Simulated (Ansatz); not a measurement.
Reactions of `C=[CH][GaH][GeH3]`.

Isolated molecules relaxed with PBE0-D4/def2-TZVP in Ansatz; ΔE leaves out vibrations. CCSD(T)/CBS is the MP2 limit (def2-TZVPP, def2-QZVPP) plus CCSD(T) − MP2 in def2-TZVPP, frozen cores. This one scheme is used for every species. DFT in def2-TZVPP. def2 core potentials past Kr. For Br, Ga, Ge, Te outer-core shells are correlated without core-valence functions, which leaves a few kJ/mol of doubt a bond. Scalar relativity is left out up to krypton. One conformer a species, not always the lowest.

| reaction | ωB97X-V (kcal/mol) | MP2/CBS(def2) (kcal/mol) | HF/CBS(def2) (kcal/mol) | r2SCAN-D4 (kcal/mol) |
| --- | --- | --- | --- | --- |
| `C=[CH][GaH][GeH3]` + HBr → `[GeH3][Br]` + `C=[CH][GaH2]` | -10.3 | -9.2 | -15.6 | -9.0 |
| `C=[CH][GaH][GeH3]` + `CO[SiH2]N` → `CO[SiH2][NH][GeH3]` + `C=[CH][GaH2]` | 7.5 | 8.3 | 4.3 | 9.5 |
| `C=[CH][GaH][GeH3]` + `C[SiH2][TeH]` → `C=C[Te][SiH2]C` + `[GaH2][GeH3]` | 8.8 | 8.3 | 10.0 | 8.4 |
| `C=[CH][GaH][GeH3]` + `[NH2][GeH3]` → `C=C[NH][GeH3]` + `[GaH2][GeH3]` | 7.5 | 11.4 | 7.1 | 6.9 |
| `C=[CH][GaH][GeH3]` + CH₃NH₂ → `C[NH][GeH3]` + `C=[CH][GaH2]` | 9.5 | 10.2 | 7.3 | 11.3 |
| `C=[CH][GaH][GeH3]` + `C=C[SiH2]S` → `C=C[SiH2][S][GeH3]` + `C=[CH][GaH2]` | -3.0 | -3.6 | -3.1 | -2.1 |

Give the CCSD(T)/CBS values in the same order. (Estimate.)

Computed: -8.1, 8.8, 9.2, 11.0, 10.9, -2.1 kcal/mol.

Largest T1 diagnostic: 0.013, for `[GaH2][GeH3]`.
